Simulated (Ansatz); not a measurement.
C$_{3}$H$_{9}$ClInN, SMILES `CC[N](C)[InH][Cl]`. The species carries charge 0 and has multiplicity 1. In takes the def2 core potential. All single points use the PBE0-D4/def2-TZVP geometry. It is one conformer, not always the lowest.

```xyz
15

C     1.240   -1.288   -0.560
C     0.062   -0.962    0.347
N    -0.386    0.411    0.275
C     0.503    1.368    0.886
In   -2.033    0.955   -0.715
Cl   -3.091   -0.944   -1.581
H     2.114   -0.675   -0.329
H     0.973   -1.120   -1.607
H     1.531   -2.335   -0.447
H     0.332   -1.194    1.389
H    -0.774   -1.620    0.090
H     0.075    2.374    0.858
H     1.482    1.421    0.391
H     0.685    1.119    1.942
H    -2.713    2.490   -0.939
```

Q: What is the dipole moment at PBE/def2-TZVPP? (An estimate is asked.)

A: Computed: 2.90 D, with components (1.84, 1.85, 1.25) D in this frame, pointing from negative to positive charge.

Q: And with r2SCAN, B3LYP, ωB97M-V? (An estimate is asked.)

A: The calculation gave: r2SCAN 2.97 D, B3LYP 2.92 D, ωB97M-V 2.85 D.

Q: Give the Mulliken charges with PBE, B3LYP, ωB97M-V in def2-TZVPP. (Best estimate.)

A: Computed: 
```csv
atom,PBE,B3LYP,ωB97M-V
C1,-0.25,-0.24,-0.28
C2,0.01,0.01,-0.09
N3,-0.25,-0.32,-0.35
C4,-0.17,-0.16,-0.22
In5,0.55,0.64,0.59
Cl6,-0.39,-0.42,-0.38
H7,0.07,0.07,0.09
H8,0.08,0.08,0.10
H9,0.07,0.08,0.10
H10,0.05,0.05,0.09
H11,0.07,0.07,0.10
H12,0.08,0.08,0.09
H13,0.08,0.09,0.11
H14,0.08,0.08,0.11
H15,-0.09,-0.10,-0.05
```

B3LYP here is the variant with VWN-RPA as its local correlation; programs differ in this.
